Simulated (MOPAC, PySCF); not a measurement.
BrF₃Si, SMILES `F[Si](F)(F)Br`, neutral singlet in the gas phase. 

Cartesian coordinates (Å):
```xyz
5

F     -0.7217     1.4480    -0.1555
Si    -0.1015    -0.0038     0.0047
F     -0.5728    -0.5977     1.3987
F     -0.6788    -0.9244    -1.1517
Br     2.0747     0.0779    -0.0962
```
Charge 0, multiplicity 1.

All levels are single points at this geometry (PBE-D3(BJ)/def2-TZVP); Pople sets use spherical d functions. Orbital energies aren't observables, and empty levels follow the basis.

B3LYP/6-311+G** (LANL2DZ on Br) in PySCF gives dipole (D) = 0.83.

Task: Estimate the dipole (D) from each of these levels: PBE-D3(BJ)/def2-TZVP in PySCF; B3LYP/6-31G* in PySCF; B3LYP/LANL2DZ in PySCF; BP86/6-31G* in PySCF; M06-2X/6-31G* in PySCF; HF/3-21G in PySCF; HF/6-31G* in PySCF; HF/STO-3G in PySCF; AM1 in MOPAC; PM3 in MOPAC; PM6 in MOPAC; PM7 in MOPAC.

Result: 
| level | dipole (D) |
|---|---|
| PBE-D3(BJ)/def2-TZVP in PySCF | 0.83 |
| B3LYP/6-31G* in PySCF | 0.55 |
| B3LYP/LANL2DZ in PySCF | 1.15 |
| BP86/6-31G* in PySCF | 0.43 |
| M06-2X/6-31G* in PySCF | 0.45 |
| HF/3-21G in PySCF | 0.55 |
| HF/6-31G* in PySCF | 0.63 |
| HF/STO-3G in PySCF | 0.90 |
| AM1 in MOPAC | 1.06 |
| PM3 in MOPAC | 1.90 |
| PM6 in MOPAC | 0.82 |
| PM7 in MOPAC | 1.29 |
